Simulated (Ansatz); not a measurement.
One change: `NCCN` becomes `BNCCN`.

Ansatz, PBE0-D4/def2-TZVP geometries, multiplicity 1. Each molecule was computed in one conformer, which needn't be the lowest.

```csv
property,`NCCN`
LUMO energy (B3LYP/def2-TZVPP) / eV,0.48
LUMO energy (PBE/def2-TZVPP) / eV,0.01
HOMO energy (PBE/def2-TZVPP) / eV,-5.19
HOMO–LUMO gap (PBE/def2-TZVPP) / eV,5.20
HOMO–LUMO gap (ωB97M-V/def2-TZVPP) / eV,11.32
HOMO–LUMO gap (B3LYP/def2-TZVPP) / eV,6.91
```

Question: Give the same properties after the change, and the shifts. (An estimate is asked.)

Answer: The calculation gave: 
```tsv
property	`BNCCN`	shift
LUMO energy (B3LYP/def2-TZVPP) / eV	0.11	-0.37
LUMO energy (PBE/def2-TZVPP) / eV	-0.57	-0.58
HOMO energy (PBE/def2-TZVPP) / eV	-5.80	-0.61
HOMO–LUMO gap (PBE/def2-TZVPP) / eV	5.22	0.02
HOMO–LUMO gap (ωB97M-V/def2-TZVPP) / eV	11.66	0.34
HOMO–LUMO gap (B3LYP/def2-TZVPP) / eV	7.10	0.19
```

With PBE0 the HOMO falls by 0.56 eV and the LUMO falls by 0.48 eV, so the gap widens by about 0.08 eV. PBE moves the HOMO by -0.61 eV and ωB97M-V by -0.54 eV.

B3LYP here is the variant with VWN-RPA as its local correlation; programs differ in this.
